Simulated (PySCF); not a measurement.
## `[SiH3]C(=C=C[SiH3])Cl`, C$_{3}$H$_{7}$ClSi$_{2}$

Geometry (Å), atoms numbered from 1 in this order:
```xyz
13

Si   -2.4868    0.7200   -0.4017
C    -1.3077   -0.7410   -0.1962
C    -0.0246   -0.6541   -0.3541
C     1.2543   -0.4722   -0.4612
Si    2.4473   -0.0051    0.9263
Cl    2.0399   -0.6830   -2.0241
H    -3.4607    0.3737   -1.4408
H    -3.1838    0.9178    0.8728
H    -1.7331    1.9164   -0.7669
H    -1.7458   -1.6953    0.0670
H     1.6572    0.1685    2.1453
H     3.4252   -1.0843    1.0736
H     3.1142    1.2391    0.5422
```

Level of theory: TDDFT CAM-B3LYP/def2-SVPD circular dichroism and optical rotation, one conformer, gas phase in PySCF 2.14.0. Geometry: GFN2-xTB.

No stereocentre is labelled: unless the shape is locked (an allene, a helicene, a hindered biaryl), the mirror image is equally populated and a measured rotation or CD is zero.

**Question.** Draw the ECD and absorption spectra from the lowest 16 states, each a Gaussian of half-width 0.3 eV at 1/e height.

**Answer.** 
```tsv
E (eV)	λ (nm)	Δε (L mol⁻¹ cm⁻¹)	ε (L mol⁻¹ cm⁻¹)
4.11	302	0.00	0.873
4.26	291	-0.01	3.6
4.41	281	-0.01	9
4.56	272	-0.02	13.7
4.71	263	-0.02	12.6
4.86	255	-0.01	7.01
5.01	248	0.00	2.37
5.16	240	0.00	0.493
5.31	234	0.00	0.188
5.46	227	-0.03	1.68
5.61	221	-0.22	13.7
5.76	215	-0.95	72.7
5.91	210	-2.54	284
6.06	205	-4.30	993
6.21	200	-5.08	3460
6.36	195	-4.69	11200
6.51	190	-2.68	29600
6.66	186	+1.40	56800
6.81	182	+4.04	72400
6.96	178	+0.28	58300
7.11	174	-9.05	29400
7.26	171	-16.72	9580
7.41	167	-17.31	2620
7.56	164	-15.29	1630
7.71	161	-18.38	2240
7.86	158	-26.75	2880
8.01	155	-33.93	3000
```
Δε uses R in velocity form, ε uses f in length form. Only the states computed contribute, so the short-wavelength end is incomplete.
